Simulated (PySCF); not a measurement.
CoF at PBE0

Computed with PBE0; basis Co def2-TZVP, F def2-TZVP; no relativity; PySCF 2.14.

```json
{"state": "³Δ (triplet), unpaired electrons σ ↑, δ ↑, a second solution, started from another occupation", "bond length": "1.793 Å", "harmonic wavenumber": "585 cm⁻¹", "force constant": "2.90 mdyn/Å", "rotational constant Be": "0.3652 cm⁻¹", "anharmonicity ωexe": "3.20 cm⁻¹", "vibration–rotation constant αe": "0.00306 cm⁻¹", "bond order (Mayer)": "0.70", "dipole moment (positive dipole means Co(−)F(+))": "-5.21 D"}
```

De is left out where the level can put another filling of the metal’s s and d shells below the measured ground configuration, by anything from nothing to about 1 eV.
